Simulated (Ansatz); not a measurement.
Ta(S)(F)2(OH) (F₂HOSTa), SMILES [OH][Ta]([F])([F])=[S], multiplicity 1.

Coordinates come from a B3LYP-D3(BJ)/def2-SVP optimisation. The multiplicity is an assumed one; no other spin state was optimised. The structure was generated by enumeration; whether it is a known compound was not checked. The def2 effective core potentials stand for the cores of Ta; spin–orbit coupling is left out. The values are those of a single conformer.

Two levels are set side by side: PBE/def2-SVPD (Ansatz, an electronic-structure program) and PBE0/def2-SVPD (Ansatz). Energy differences of separate SCF runs at the same geometry; the states with an electron removed or added have multiplicity 2 and 2. Differences are taken from unrounded values.

```
quantity                            PBE0
---------------------------------  -----
vertical ionisation energy (eV)    10.27
vertical singlet–triplet gap (eV)   3.72
```

Question: What does PBE give, and how far is it from PBE0? (An estimate is asked for; the answer gives what the named calculation found.)

Answer: 
```tsv
quantity	PBE	PBE minus PBE0
vertical ionisation energy (eV)	10.15	-0.12
vertical singlet–triplet gap (eV)	4.00	0.28
```
